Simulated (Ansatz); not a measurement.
`O=CB(F)F` + CH₃NH₂ → `CNB(F)F` + `C=O` at 600 K and 1 bar (ligand exchange at a B–C bond).

Computed with Ansatz on PBE0-D4/def2-TZVP structures; ΔE is electronic, products minus reactants. CCSD(T)/CBS adds triple-zeta CCSD(T) − MP2 to the extrapolated MP2 energy (def2 sets, frozen cores). This one scheme is used for every species. Each species was taken in one conformer, which may not be the lowest.

| species | CCSD(T)/CBS energy (Eh) | H − E (kJ/mol) | S (J/(mol·K)) |
| --- | --- | --- | --- |
| `O=CB(F)F` | -338.29791 | 115.5 | 365.9 |
| CH₃NH₂ | -95.75281 | 199.3 | 283.8 |
| `CNB(F)F` | -319.70892 | 221.3 | 385.2 |
| `C=O` | -114.39408 | 92.5 | 246.7 |

H − E and S are ideal-gas, rigid-rotor, harmonic terms from PBE0-D4/def2-TZVP, for one conformer and one mirror image of each species. 1 Eh = 2625.50 kJ/mol, R = 8.31446 J/(mol·K).

By hand: ΔE, ΔH, ΔS and ΔG.

ΔE = (-319.70892) + (-114.39408) − (-338.29791) − (-95.75281) = -0.05228 Eh = -137.3 kJ/mol. Δ(H − E) = 221.3 + 92.5 − 115.5 − 199.3 = -1.0, so ΔH = -138.3 kJ/mol. ΔS = 385.2 + 246.7 − 365.9 − 283.8 = -17.8 J/(mol·K). ΔG = -138.3 − 600 × (-17.8)/1000 = -127.6 kJ/mol.

By hand: the equilibrium constant, and the temperature at which ΔG would vanish if ΔH and ΔS stayed fixed.

log₁₀ K = −ΔG/(RT ln 10) = 11.1. ΔG = 0 at ΔH/ΔS = 7770 K, far beyond where these terms or the molecules hold.

ΔH outweighs TΔS. A doubt of 5 kJ/mol in ΔE shifts log₁₀ K by 0.4 here. Other conformers and mirror images would add mixing entropy, several J/(mol·K) or more a flexible species. These are equilibria of isolated gas molecules and say nothing of rates. Largest T1 diagnostic: 0.015 (customary marks: 0.02 for closed shells, 0.045 for open ones).
